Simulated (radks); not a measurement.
Q: Spherical quantum dot in the effective-mass picture: electrons in a hard-walled sphere of radius 1.47, with a point charge +2 (a donor) at the centre, all in effective atomic units (hartree* = m*/eps^2 hartree, bohr* = eps/m* bohr), one dielectric constant everywhere. Calculated with a radial shooting solver with Libxc functionals: non-relativistic Kohn-Sham, exchange-only LDA, spin-polarised, spherical densities. Levels are named by radial order and angular momentum (1s, 1p, 1d, 2s, ...), and open shells are averaged over m. Results are scaled to m* = 0.21 and eps = 17.8, for which hartree* = 18.04 meV and bohr* = 4.485 nm. At N = 17 the configuration is 1s2 1p6 1d(up 5, down 4). Does electron 18 go into 2s up or 2s down or 1d down?

A: Into 1d down. The total energies of the other choices lie higher by 7.64 meV (2s up), 8.10 meV (2s down).
